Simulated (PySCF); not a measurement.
H2MgO2, SMILES [OH][Mg][OH].

Geometry: PBE-D3(BJ)/def2-TZVP. The values are those of a single conformer.

All values below come from HF/def2-TZVPD (PySCF).

Gas-phase values at a fixed geometry.

Computed frontier levels, gap, dipole moment and polarisability:
- highest occupied level: -12.12 eV
- lowest empty level: 0.64 eV
- orbital gap: 12.77 eV
- dipole moment: 1.32 D
- quadrupole, principal values (traceless, Buckingham form, about the centre of nuclear charge): -11.26, 3.18, 8.08 D·Å
- mean static polarisability: 24.7 bohr³ (3.66 Å³)
- polarisability, principal values: 23.3, 23.4, 27.3 bohr³
